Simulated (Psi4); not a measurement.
F$_{2}$O$_{2}$W (SMILES [O]=[W](=[O])([F])[F]), singlet, at a GFN2-xTB geometry (such geometries of metal compounds can be far from the true shape) (core potentials on W).

Psi4 was given this input:
```
memory 2 GB

molecule {
0 1
W     0.05487010   -0.01169516    0.01838624
O     1.32229612   -0.35687239   -1.03644562
O     0.49345910   -0.03014245    1.64488116
F    -0.71526726    1.59888556   -0.41592983
F    -1.34989154   -1.15871218   -0.27607755
}

set {
  basis def2-svpd
}

energy('b3lyp')
print_variables()
```

Task: Estimate the nuclear repulsion energy that B3LYP/def2-SVPD in Psi4 1.11 returns for this input.

Result: 222.7609 Eh

Task: What is the computed dipole moment (B3LYP/def2-SVPD)?

Result: 0.92 D

Task: Predict the number of basis functions from B3LYP/def2-SVPD.

Result: 127

Task: Give the total energy at the level B3LYP/def2-SVPD.

Result: -417.200924 Ha
